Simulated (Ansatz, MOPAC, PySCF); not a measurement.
Isomers of H3NOSi. All species are isolated molecules in the gas phase. One relaxed conformer stands for each flexible species; it need not be the lowest. Strings in code marks are SMILES.

Quantity: electronic energy of isomers of H3NOSi relative to `N[SiH]=O`, in kcal/mol. Semi-empirical values (MOPAC) are differences of heats of formation.

Level 1: frozen-core CCSD(T)/cc-pVQZ // PBE-D3(BJ)/def2-TZVP (Ansatz, a first-principles code)
Level 2: frozen-core MP2/cc-pVQZ // PBE-D3(BJ)/def2-TZVP (Ansatz)
Level 3: SVWN5/6-31G* // PBE-D3(BJ)/def2-TZVP (PySCF)
Level 4: AM1 // PBE-D3(BJ)/def2-TZVP (MOPAC)

| species | level 2 | level 3 | level 4 |
|---|---|---|---|
| `[H]/N=[SiH]\O` (N–Si–O–H torsion 0°) | 14.7 | 15.7 | 9.51 |

Q: What does level 1 give for each?

A: 
- `[H]/N=[SiH]\O` (N–Si–O–H torsion 0°): 13.8
